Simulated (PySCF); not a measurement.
**Excitation energy of Ag⁺ by level of theory**

Ag⁺ [Kr] 4d10 (1S) → Ag⁺ [Kr] 4d9 5s1 (3D), as a difference of total energies. Computed with PySCF 2.14 in x2c-TZVPPall with one added diffuse shell each of s, p, d, f type (9s7p7d3f1g, 95 functions), with scalar relativity by spin-free X2C-1e. Correlated levels: valence: [Kr] frozen; valence and next inner shell: [Ar] 3d10 frozen. The calculations carry no spin-orbit coupling.

| method | excitation energy (cm⁻¹) | error (cm⁻¹) |
| --- | --- | --- |
| UHF | 35240 | -5369 |
| LDA | 39785 | -824 |
| PBE | 39038 | -1571 |
| PBE0 | 39548 | -1060 |
| r2SCAN | 38771 | -1838 |
| r2SCAN0 | 39025 | -1584 |
| BHandHLYP | 38610 | -1999 |
| M06-2X | 41612 | +1003 |
| wB97X | 42686 | +2077 |
| MP2 (valence) | 43132 | +2523 |
| SCS-MP2 (valence) | 43025 | +2416 |
| MP2 (valence and next inner shell) | 42234 | +1625 |
| SCS-MP2 (valence and next inner shell) | 41852 | +1243 |

Reference: 40609 cm⁻¹ (measured; NIST levels, between the centres of gravity of the two terms).

Errors of the correlated levels include the incompleteness of this basis and the frozen core.
